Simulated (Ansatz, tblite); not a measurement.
Forces on Cd2Cl2⁺ at its PBE-D4/def2-SVP geometry. The state is a doublet with charge 1.

In the def2 sets Cd takes a core potential; there is no spin–orbit coupling. The xTB rows come from tblite. The structure comes from a short search, and lower isomers may exist.

GFN1-xTB (tblite), largest force 0.77 eV/Å:

```xyz
4
positions Å, forces eV/Å
Cd    0.722   -0.622   -0.614    0.517   -0.189   -0.160
Cd   -2.058    1.800    1.780   -0.065   -0.061   -0.073
Cl   -1.520    0.042   -0.092    0.280    0.055    0.085
Cl    2.857   -1.220   -1.074   -0.732    0.196    0.148
```

GFN2-xTB (tblite), largest force 0.76 eV/Å:

```
Cd 0.724 -0.192 -0.145
Cd -0.090 -0.148 -0.170
Cl -0.441 0.350 0.343
Cl -0.193 -0.010 -0.028
```

PBE-D4/def2-TZVP (Ansatz), largest force 0.22 eV/Å:

```
Cd 0.065 -0.008 -0.003
Cd 0.004 -0.003 -0.003
Cl 0.138 -0.044 -0.035
Cl -0.208 0.056 0.042
```
